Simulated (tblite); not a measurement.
Species: C4H5N2O (doublet state).
Numbering: `[OH:1][CH2:2][c:3]1[c:4][nH:5][n:6][cH:7]1` (hydrogens: H8 on O1; H9, H10 on C2; H11 on N5; H12 on C7)
Bond orders are those of one Lewis drawing.

Computed with GFN2-xTB (tblite), gas phase: L-BFGS steps from a force-field or distance-geometry start until the largest atomic force falls under 0.01 eV/Å.

Step 0: E = -568.2562 eV
```
atom  x, y, z in Å  |  force x, y, z in eV/Å
O1     -2.2060   -0.4026    0.6679    0.021   0.213  -0.084
C2     -1.5008    0.2603   -0.3784    0.067  -0.350   0.584
C3     -0.0266    0.0801   -0.2036   -0.650   0.366  -0.356
C4      0.8240   -0.6702   -0.9774    1.666   0.616   1.427
N5      2.0650   -0.5091   -0.4202    0.115  -0.629  -0.898
N6      2.0734    0.3072    0.6372   -1.035  -0.379  -0.678
C7      0.7995    0.6680    0.7705    0.237   0.307   0.577
H8     -1.8842   -1.3118    0.6976   -0.086   0.053   0.045
H9     -1.8337   -0.1505   -1.3263    0.036  -0.066  -0.443
H10    -1.7645    1.3168   -0.3388   -0.099   0.028   0.165
H11     2.9383   -0.9181   -0.7373   -0.252   0.085   0.038
H12     0.5167    1.3292    1.5828   -0.019  -0.244  -0.377
```

Step 1: E = -568.3384 eV
```
atom  x, y, z in Å  |  force x, y, z in eV/Å
O1     -2.2057   -0.3995    0.6667   -0.050   0.004   0.095
C2     -1.4998    0.2554   -0.3701   -0.212  -0.123  -0.027
C3     -0.0359    0.0853   -0.2087    0.371   0.364   0.090
C4      0.8478   -0.6614   -0.9570    0.112   0.276   0.519
N5      2.0667   -0.5181   -0.4330    0.262  -0.002  -0.021
N6      2.0586    0.3017    0.6275   -0.033  -0.274  -0.270
C7      0.8028    0.6724    0.7788   -0.476  -0.176  -0.298
H8     -1.8854   -1.3110    0.6982   -0.116   0.106   0.061
H9     -1.8332   -0.1515   -1.3327    0.094   0.027  -0.172
H10    -1.7659    1.3172   -0.3364   -0.072  -0.105   0.166
H11     2.9347   -0.9169   -0.7368    0.164  -0.116  -0.118
H12     0.5165    1.3257    1.5774   -0.045   0.019  -0.024
```

**Question.** Estimate the geometry and energy of step 2. (The exact step hangs on the optimiser's Hessian estimate; all steps are aligned on step 1, rigid shifts and turns removed.)

**Answer.** E = -568.3534 eV, largest force 0.341 eV/Å
```
atom  x, y, z in Å  |  force x, y, z in eV/Å
O1     -2.2064   -0.3990    0.6680   -0.060   0.029   0.081
C2     -1.5031    0.2526   -0.3692   -0.032  -0.043  -0.083
C3     -0.0314    0.0920   -0.2081   -0.156   0.302   0.021
C4      0.8534   -0.6555   -0.9454   -0.041  -0.074  -0.034
N5      2.0711   -0.5196   -0.4354    0.213   0.065   0.072
N6      2.0557    0.2965    0.6216    0.008  -0.032   0.055
C7      0.7958    0.6703    0.7753   -0.062  -0.023  -0.035
H8     -1.8875   -1.3092    0.6993   -0.099   0.033   0.070
H9     -1.8316   -0.1512   -1.3364    0.094   0.025  -0.109
H10    -1.7673    1.3156   -0.3334   -0.079  -0.123   0.146
H11     2.9368   -0.9186   -0.7386    0.237  -0.151  -0.139
H12     0.5157    1.3254    1.5761   -0.023  -0.006  -0.046
```

The energy changes by -0.0150 eV. The first-order estimate −F·Δx gives -0.0256 eV and the mean of the old and new forces, exact on a quadratic surface, -0.0150 eV. The step makes an angle of 18° with the force vector and moves no atom by more than 0.014 Å.

The cost below is that of the whole relaxation. The run took 0.15 s of wall time on one thread, Arm Neoverse V1 (aarch64), no GPU, shared host with 32 logical CPUs at a one-minute load of 14.
